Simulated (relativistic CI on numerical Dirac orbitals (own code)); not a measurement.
Inner-shell lines of Ca¹³⁺

Computed by Dirac-Coulomb-Breit CI, KLI orbitals optimised for each configuration, QED by a radiative potential, valence Slater integrals scaled by 0.9 (own radial code, finite nucleus).

Configuration list: 1s2 2s2 2p3, 1s 2s2 2p4, 1s 2s2 2p3 3p, 1s2 2s 2p4, 1s 2s 2p5, 1s 2s 2p4 3p. Levels of other configurations are missing.

The table holds the strongest lines. The upper levels have an inner-shell vacancy. Auger decay, open to those above the ionisation limit, is not computed, and radiative decays to configurations outside the model are missing too. Absolute energies can be off by a few tenths of a per cent, so close lines can change order. LS names give the leading component, which can be well under half, for lower levels too. Brackets number the levels in order of energy.

```csv
λ (Å),Upper,Lower,A (s⁻¹),gA (s⁻¹)
3.31173,1s 2s 2p5 2P°_3/2 [25],1s2 2s 2p4 2S_1/2 [11],4.10e+13,1.64e+14
3.30654,1s 2s2 2p4 2D_5/2 [18],1s2 2s2 2p3 2P°_3/2 [5],4.45e+13,2.67e+14
3.30404,1s 2s 2p5 2P°_3/2 [27],1s2 2s 2p4 2P_3/2 [12],1.00e+14,4.01e+14
3.30322,1s 2s2 2p4 2P_3/2 [19],1s2 2s2 2p3 2P°_3/2 [5],5.15e+13,2.06e+14
3.30288,1s 2s 2p5 4P°_5/2 [22],1s2 2s 2p4 4P_3/2 [7],4.46e+13,2.68e+14
3.30209,1s 2s2 2p4 2P_3/2 [19],1s2 2s2 2p3 2P°_1/2 [4],4.34e+13,1.74e+14
3.30158,1s 2s 2p5 4P°_3/2 [23],1s2 2s 2p4 4P_1/2 [8],6.18e+13,2.47e+14
3.30124,1s 2s2 2p4 4P_5/2 [14],1s2 2s2 2p3 4S°_3/2 [1],7.37e+13,4.42e+14
3.30111,1s 2s2 2p4 2P_1/2 [20],1s2 2s2 2p3 2P°_1/2 [4],1.09e+14,2.18e+14
3.30082,1s 2s 2p5 2P°_3/2 [25],1s2 2s 2p4 2D_5/2 [10],1.80e+14,7.19e+14
3.30069,1s 2s 2p5 4P°_5/2 [22],1s2 2s 2p4 4P_5/2 [6],1.03e+14,6.18e+14
3.29922,1s 2s 2p5 2P°_1/2 [26],1s2 2s 2p4 2D_3/2 [9],2.29e+14,4.57e+14
3.29879,1s 2s 2p5 4P°_1/2 [24],1s2 2s 2p4 4P_3/2 [7],1.23e+14,2.47e+14
3.29841,1s 2s 2p5 4P°_3/2 [23],1s2 2s 2p4 4P_5/2 [6],6.70e+13,2.68e+14
3.2984,1s 2s2 2p4 4P_3/2 [15],1s2 2s2 2p3 4S°_3/2 [1],7.47e+13,2.99e+14
3.29774,1s 2s2 2p4 2D_5/2 [18],1s2 2s2 2p3 2D°_5/2 [3],1.04e+14,6.26e+14
3.29766,1s 2s2 2p4 2D_3/2 [17],1s2 2s2 2p3 2D°_3/2 [2],1.57e+14,6.27e+14
3.29444,1s 2s2 2p4 2P_3/2 [19],1s2 2s2 2p3 2D°_5/2 [3],1.72e+14,6.88e+14
3.29364,1s 2s2 2p4 2S_1/2 [21],1s2 2s2 2p3 2P°_3/2 [5],1.47e+14,2.93e+14
3.29276,1s 2s2 2p4 2P_1/2 [20],1s2 2s2 2p3 2D°_3/2 [2],1.42e+14,2.84e+14
```
